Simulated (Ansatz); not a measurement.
Cartesian coordinates in Å:
```
C 1.697 -0.457 0.759
O 0.394 -0.579 0.243
W -0.922 0.400 -0.591
O -2.587 0.021 0.183
S -0.941 -0.070 -2.668
S -0.468 2.463 -0.333
H 2.418 -0.755 -0.005
H 1.790 -1.119 1.623
H 1.888 0.576 1.061
H -3.268 -0.480 -0.273
```

Total charge 0; spin multiplicity 1. W takes the def2 core potential.

(1) List the B3LYP/def2-TZVPP orbital energies in eV (the Gaussian-basis code of Ansatz). (An estimate is asked.)

## Answers

(1) The calculation gave: Occupied: -2417.52, -2417.50, -521.89, -521.66, -278.88, -215.55, -215.53, -160.03, -160.02, -160.01, -159.99, -159.98, -159.96, -83.06, -46.38, -46.23, -46.05, -28.30, -27.69, -19.36, -18.57, -18.18, -14.87, -14.13, -13.33, -13.30, -11.23, -10.96, -10.10, -9.54, -9.32, -8.92, -8.47, -7.78, -7.69, -6.80. Lowest empty: -2.50, -2.25, -1.46, -1.00, -0.94, -0.11, 0.93, 1.78.

B3LYP here is the variant with VWN-RPA as its local correlation; programs differ in this.
